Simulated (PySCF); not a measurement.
# Electron correlation in Si (silicon, neutral)

Starting occupation: [Ne] 3s2 3p2, 3p3/2 with m_j = +1/2, +3/2. Computed with PySCF 2.14 in x2c-TZVPall-2c (5s6p2d1f, 40 functions), with X2C-1e with screened-nucleus spin-orbit coupling, Gaussian nucleus. Frozen: [Ne]; 4 electrons correlated; the 6 highest virtual spinors left out.

MP2 pair energies summed by pair of shells (mhartree):

```tsv
pair	energy	share (%)
3p-3s	-36.00	62.5
3s-3s	-16.00	27.8
3p-3p	-5.65	9.8
```

Total MP2 correlation energy: -57.64 mhartree.

The GHF reference relaxed away from the jj start to a determinant that is no pure jj level (⟨S²⟩ = 2.00, ⟨J²⟩ = 6.01); the energies belong to that determinant.
